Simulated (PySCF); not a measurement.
# Ni²⁺: ionisation energy

Ni²⁺ [Ar] 3d8 (3F) → Ni³⁺ [Ar] 3d7 (4F), as a difference of total energies. Computed with PySCF 2.14 in aug-cc-pVDZ (7s6p4d2f, 59 functions), with no relativity, point nucleus. Correlated levels: valence: [Ar] frozen. The calculations carry no spin-orbit coupling.

```
           method  ionisation energy (eV)
              UHF                  33.139
             BP86                  36.222
            B3LYP                  35.965
    MP2 (valence)                  35.276
SCS-MP2 (valence)                  35.159
```

How much does correlation contribute at MP2 (valence)?

35.276 − (33.139) = 2.137 eV, measured against UHF.

These non-relativistic numbers lack the scalar-relativistic shift.

The reference lies between the lowest fine-structure levels, while these numbers refer to the centres of the terms.

Errors of the correlated levels include the incompleteness of this basis and the frozen core.

For comparison: 35.187 ± 0.019 eV (measured; NIST Atomic Spectra Database, ionization energies).
